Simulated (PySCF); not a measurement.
All numbers come from PySCF, PBE0, basis Te def2-SVP with ECP28, S def2-SVP, I def2-SVP with ECP28 (scalar-relativistic core potentials, no spin–orbit coupling, density fitting). Open shells, if any, are unrestricted.

**Question.** What shape and geometry does isolated singlet TeSI₂ take (every ligand bound to Te)?

**Answer.** Counting electrons, tellurium keeps 2 of its valence electrons outside its bonds, so the VSEPR class is AX3E1 and the expected shape is trigonal pyramidal; with unlike ligands the computed point group is Cs. The lowest minimum found is a singlet of Cs symmetry with Te–I 2.787 Å (×2), Te–S 2.221 Å; I–Te–I 98.4°, I–Te–S 107.4° (×2). Its harmonic wavenumbers are 54 (a'), 96 (a''), 112 (a'), 179 (a''), 181 (a'), 492 (a') cm⁻¹ and its dipole moment is 1.92 D.

Other isomers or separated fragments may lie lower.
